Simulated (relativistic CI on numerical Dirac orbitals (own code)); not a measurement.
## d2 in a ligand field

Computed with a parametric ligand-field model of a d^n configuration (Racah B and C, spin-orbit zeta, crystal field), exact diagonalisation.

Field parameters in Wybourne normalisation: Oh B⁴₀ = 21Dq, B⁴₄ = √(5/14) B⁴₀. The field is a parameter set, without covalency.

B = 800 cm⁻¹, C = 3850 cm⁻¹ (C/B = 4.81), Oh, no spin-orbit coupling. Tanabe-Sugano data, E/B above the lowest term (Δ = |10Dq|; b, c mark the second and third term of a kind):

```
 Δ/B   3T1    3T2    3A2    1T2     1E    1A1
 1.0  0.00   0.81   1.81  14.97  15.44  22.61
 5.0  0.00   4.22   9.22  15.84  16.67  26.11
 9.0  0.00   7.82  16.82  16.15  16.76  28.87
13.0  0.00  11.53  24.53  16.23  16.68  30.94
17.0  0.00  15.32  32.32  16.23  16.58  32.45
21.0  0.00  19.16  40.16  16.20  16.49  33.56
25.0  0.00  23.03  48.03  16.16  16.41  34.39
29.0  0.00  26.92  55.92  16.13  16.34  35.03
33.0  0.00  30.84  63.84  16.09  16.28  35.52
37.0  0.00  34.77  71.77  16.06  16.23  35.92
41.0  0.00  38.71  79.71  16.04  16.19  36.24
45.0  0.00  42.66  87.66  16.01  16.15  36.50
```

The ground term stays 3T1.
